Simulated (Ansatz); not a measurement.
Born–Oppenheimer molecular dynamics of ClH5SSn (8 atoms, charge 0, multiplicity 1). It starts at the highest image of a converged band. Of that band: The profile has 2 maxima (images 1, 4) with wells between them (image 3): this band takes more than one step, which may be the mechanism or a detour left from its start path. Neighbouring images differ by up to 1.6 eV, so the band resolves the path poorly. A vibrational analysis at the climbing image gives one clearly imaginary mode, 1183i cm⁻¹: a first-order saddle point.

All numbers below come from RKS r2SCANh-D4/def2-SVP (Ansatz).

| Item | Value |
| --- | --- |
| ensemble | NVE (velocity Verlet) |
| time step | 0.5 fs |
| steps asked | 153 |
| starting velocities drawn for | 100 K |
| seed | 10773 |

Frames 2.5 fs apart, positions in Å, forces in eV/Å.

Velocities at 25 fs (Å/ps):

```
Sn -0.08 -2.16 -1.44
H 18.42 9.19 -6.37
H -40.61 -9.04 -17.37
Cl 0.53 1.88 0.92
H 3.61 -1.43 -15.63
S -0.43 4.16 3.58
H 10.65 7.39 13.60
H 12.34 49.91 49.56
```

```xyz
8
Properties=species:S:1:pos:R:3:forces:R:3 time_fs=25 energy_less_start_eV=-0.452 T=682
Sn 0.073 0.222 -0.051 0.02 -1.53 -0.91
H 1.202 -0.525 1.121 -0.28 0.47 -0.22
H 0.916 -0.251 -1.504 -0.06 -0.11 0.27
Cl -0.909 2.000 -1.367 0.21 0.66 0.47
H -1.464 -0.488 0.216 0.18 -0.14 0.21
S 0.415 2.094 2.084 -0.45 0.96 -0.26
H 1.511 2.430 1.369 0.04 0.07 0.17
H 1.062 1.186 2.805 0.35 -0.37 0.28
8
Properties=species:S:1:pos:R:3:forces:R:3 time_fs=27.5 energy_less_start_eV=-0.479 T=717
Sn 0.073 0.217 -0.055 0.09 -1.42 -0.93
H 1.240 -0.488 1.098 -0.30 0.44 -0.27
H 0.814 -0.278 -1.540 0.11 -0.18 0.17
Cl -0.908 2.005 -1.364 0.24 0.67 0.55
H -1.451 -0.496 0.184 0.00 -0.19 0.34
S 0.414 2.105 2.092 0.08 0.68 0.05
H 1.536 2.450 1.409 -0.18 0.04 0.22
H 1.101 1.302 2.935 -0.04 -0.03 -0.13
8
Properties=species:S:1:pos:R:3:forces:R:3 time_fs=30 energy_less_start_eV=-0.483 T=723
Sn 0.073 0.210 -0.059 -0.08 -1.24 -1.14
H 1.260 -0.426 1.060 -0.12 0.29 -0.13
H 0.719 -0.315 -1.565 0.24 -0.23 0.06
Cl -0.906 2.012 -1.360 0.29 0.62 0.64
H -1.438 -0.516 0.173 -0.10 -0.20 0.44
S 0.412 2.118 2.101 0.50 0.35 0.79
H 1.552 2.473 1.461 -0.15 0.09 0.08
H 1.137 1.415 3.056 -0.57 0.31 -0.74
8
Properties=species:S:1:pos:R:3:forces:R:3 time_fs=32.5 energy_less_start_eV=-0.507 T=754
Sn 0.072 0.203 -0.064 -0.53 -1.11 -1.55
H 1.273 -0.346 1.014 0.22 0.11 0.12
H 0.638 -0.366 -1.587 0.27 -0.23 0.05
Cl -0.903 2.019 -1.356 0.35 0.52 0.73
H -1.430 -0.547 0.187 -0.04 -0.10 0.47
S 0.412 2.131 2.111 0.31 0.51 1.04
H 1.560 2.502 1.517 0.02 0.17 -0.14
H 1.141 1.544 3.136 -0.61 0.14 -0.73
8
Properties=species:S:1:pos:R:3:forces:R:3 time_fs=35 energy_less_start_eV=-0.556 T=816
Sn 0.072 0.195 -0.070 -0.95 -1.11 -1.93
H 1.300 -0.259 0.974 0.49 0.00 0.27
H 0.572 -0.431 -1.605 0.23 -0.17 0.15
Cl -0.900 2.027 -1.350 0.42 0.35 0.81
H -1.423 -0.583 0.230 0.13 0.06 0.45
S 0.412 2.145 2.124 -0.20 1.03 0.44
H 1.568 2.541 1.566 0.02 0.18 -0.24
H 1.112 1.680 3.177 -0.14 -0.34 0.04
8
Properties=species:S:1:pos:R:3:forces:R:3 time_fs=37.5 energy_less_start_eV=-0.612 T=890
Sn 0.071 0.187 -0.076 -0.95 -1.22 -1.94
H 1.354 -0.172 0.950 0.38 0.02 0.09
H 0.520 -0.505 -1.613 0.17 -0.07 0.28
Cl -0.897 2.036 -1.342 0.48 0.16 0.86
H -1.409 -0.616 0.298 0.28 0.21 0.39
S 0.412 2.162 2.136 -0.42 1.38 -0.21
H 1.576 2.590 1.601 -0.18 0.07 -0.17
H 1.074 1.797 3.220 0.24 -0.56 0.69
8
Properties=species:S:1:pos:R:3:forces:R:3 time_fs=40 energy_less_start_eV=-0.720 T=1028
Sn 0.070 0.178 -0.084 -0.54 -1.25 -1.61
H 1.429 -0.084 0.930 -0.03 0.08 -0.29
H 0.478 -0.584 -1.606 0.11 0.02 0.32
Cl -0.892 2.045 -1.333 0.53 -0.03 0.88
H -1.379 -0.637 0.391 0.31 0.29 0.33
S 0.411 2.180 2.149 -0.04 1.23 0.34
H 1.574 2.643 1.627 -0.28 -0.04 -0.07
H 1.047 1.883 3.297 -0.06 -0.31 0.09
8
Properties=species:S:1:pos:R:3:forces:R:3 time_fs=42.5 energy_less_start_eV=-0.812 T=1147
Sn 0.068 0.169 -0.092 -0.08 -1.07 -1.22
H 1.502 0.010 0.893 -0.38 0.09 -0.56
H 0.443 -0.661 -1.579 0.07 0.04 0.23
Cl -0.887 2.055 -1.323 0.55 -0.21 0.87
H -1.331 -0.641 0.502 0.23 0.30 0.27
S 0.410 2.201 2.163 0.09 0.94 1.19
H 1.557 2.695 1.648 -0.10 -0.04 -0.04
H 1.016 1.951 3.379 -0.37 -0.06 -0.75
8
Properties=species:S:1:pos:R:3:forces:R:3 time_fs=45 energy_less_start_eV=-0.935 T=1305
Sn 0.066 0.159 -0.102 0.14 -0.75 -0.93
H 1.555 0.108 0.824 -0.48 0.08 -0.60
H 0.412 -0.737 -1.540 0.01 0.00 0.05
Cl -0.880 2.063 -1.311 0.56 -0.37 0.84
H -1.270 -0.627 0.630 0.12 0.28 0.20
S 0.409 2.224 2.178 -0.30 0.75 1.18
H 1.534 2.744 1.667 0.16 0.03 -0.03
H 0.966 2.014 3.420 -0.22 -0.01 -0.71
8
Properties=species:S:1:pos:R:3:forces:R:3 time_fs=47.5 energy_less_start_eV=-1.072 T=1482
Sn 0.065 0.148 -0.111 0.02 -0.43 -0.79
H 1.580 0.211 0.720 -0.28 0.08 -0.41
H 0.382 -0.813 -1.496 -0.06 -0.07 -0.11
Cl -0.873 2.071 -1.298 0.54 -0.52 0.79
H -1.201 -0.596 0.770 0.08 0.27 0.09
S 0.408 2.248 2.196 -0.76 0.75 0.14
H 1.520 2.795 1.684 0.19 0.02 0.06
H 0.904 2.076 3.424 0.27 -0.09 0.23
8
Properties=species:S:1:pos:R:3:forces:R:3 time_fs=50 energy_less_start_eV=-1.166 T=1603
Sn 0.063 0.137 -0.121 -0.33 -0.24 -0.73
H 1.590 0.320 0.591 0.11 0.11 -0.15
H 0.347 -0.893 -1.459 -0.16 -0.08 -0.14
Cl -0.865 2.079 -1.284 0.49 -0.64 0.72
H -1.127 -0.548 0.915 0.13 0.28 -0.11
S 0.405 2.274 2.213 -0.79 0.74 -0.62
H 1.516 2.847 1.706 0.01 -0.08 0.21
H 0.857 2.132 3.439 0.54 -0.09 0.82
8
Properties=species:S:1:pos:R:3:forces:R:3 time_fs=52.5 energy_less_start_eV=-1.256 T=1720
Sn 0.061 0.127 -0.131 -0.48 -0.13 -0.61
H 1.605 0.434 0.453 0.31 0.10 -0.02
H 0.303 -0.976 -1.429 -0.24 0.01 -0.03
Cl -0.856 2.085 -1.268 0.40 -0.72 0.63
H -1.045 -0.484 1.053 0.19 0.26 -0.34
S 0.400 2.301 2.231 -0.33 0.55 0.13
H 1.513 2.894 1.739 -0.06 -0.11 0.25
H 0.840 2.184 3.497 0.22 0.03 -0.02
```

Of the whole run (76 fs, mean temperature of the second half 1534 K): The conserved energy stayed within 0.044 meV per atom of its start (net change -0.033 meV per atom), so the integration is sound. The kinetic energy rose, since the run started high on the potential surface and went downhill. It ends in pieces (ClH3Sn + H2S), so much of that is their flight and rotation, not heat. A run of 0.076 ps of so small a system gives no equilibrium averages. The orbitals stay closed-shell, which can raise the energy where a bond breaks towards radicals; this wasn't checked here.

Run time: 9.2 min on 2 threads of Arm Neoverse V2, with other jobs on the host, peak memory 0.21 GiB.
